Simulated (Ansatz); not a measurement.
Reaction (formal exchange of groups at a Ge–S bond): `[F][GeH2][S][GeH3]` + `CBF` → `C[B](F)[GeH3]` + `[F][GeH2][SH]`

Isolated molecules relaxed with PBE0-D4/def2-TZVP in Ansatz; ΔE leaves out vibrations. CCSD(T)/CBS adds triple-zeta CCSD(T) − MP2 to the extrapolated MP2 energy (def2 sets, frozen cores). This one scheme is used for every species. Functionals use def2-TZVPP. B3LYP here is the variant with VWN-RPA as its local correlation; programs differ in this. For Ge outer-core shells are correlated without core-valence functions, which leaves a few kJ/mol of doubt a bond. Scalar relativity is left out up to krypton. One conformer a species, not always the lowest.

Question: Is it downhill or uphill in electronic energy at CCSD(T)/CBS, and by how much? (Best estimate.)

Answer: Computed: Uphill: ΔE = +64.6 kJ/mol.

Question: What do these levels give: revPBE-D4, B3LYP-D4, r2SCANh-D4, r2SCAN0-D4, CAM-B3LYP-D4, B2PLYP, PBE-QIDH, PBE, CCSD(T)/def2-SVP, MP2/def2-TZVPP, HF/def2-QZVPP, MP2/def2-QZVPP? (Estimate.)

Answer: Computed: revPBE-D4 57.8, B3LYP-D4 64.2, r2SCANh-D4 63.2, r2SCAN0-D4 65.1, CAM-B3LYP-D4 62.1, B2PLYP 65.1, PBE-QIDH 67.4, PBE 53.9, CCSD(T)/def2-SVP 64.6, MP2/def2-TZVPP 72.4, HF/def2-QZVPP 76.5, MP2/def2-QZVPP 73.1 kJ/mol.

Largest T1 diagnostic among the species: 0.013.

Leaving LDA and LC-ωPBE aside and taking each functional with its dispersion term where it has one, the values, not all of them listed here, spread over 15.4 kJ/mol, from PBE-D4 to BHLYP-D4. LDA lies −4.8 kJ/mol from PBE without D4. From PBE to PBE0 (25 % exact exchange), in def2-TZVPP and without D4, ΔE moves by +5.5 kJ/mol.
